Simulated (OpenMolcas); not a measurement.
Ta3+ (d2) in a complex was computed by CASSCF with the d shell active (OpenMolcas, ANO-RCC-VTZP on the metal). Its lowest spin-free states, and all those of the highest spin:

```tsv
2S+1	Degeneracy	E (cm-1)
3	2	0.0
3	1	2350
1	1	2889
1	1	5380
3	1	7487
1	2	8860
3	2	14342
1	1	15595
1	1	17138
1	1	21920
1	2	21964
3	1	30565
3	2	42576
3	1	53415
```

Problem. Is the site octahedral, tetrahedral or cube-like, axial, or of lower symmetry?

Solution. The states with 2S+1 = 3 have orbital degeneracies 2, 1, 1, 2, 1, 2, 1. There are pairs but no triples, so the site is axial: not cubic, but with a proper or improper axis of order three or more. The run had Ta3+ with 4 ligands (chloride) in square-planar coordination (D4h) at 2.35 Å. A charge of +0.25 e stands 2.6 Å behind each ligand. Ligand basis ANO-RCC-VDZP.

An orbital doublet at a regular site is open to a Jahn-Teller distortion, which this geometry leaves out. Without dynamic correlation the repulsion within the d shell is too large (B by tens of per cent), so at a given field states of lower spin stand too high. The least metal-like active orbital is 68 % on the metal (Löwdin) and no ligand orbital is active, so the numbers are rough. With metal d orbitals alone the field can be off either way by tens of per cent. Ligand-to-metal charge-transfer states are missing. With no ligand orbital active B as a rule stays too high, so bands that hang on it stand too high and its fall with covalency is understated. No measured value stands beside these numbers; the geometry is a model, was not optimised and need not be the one that this ion takes.
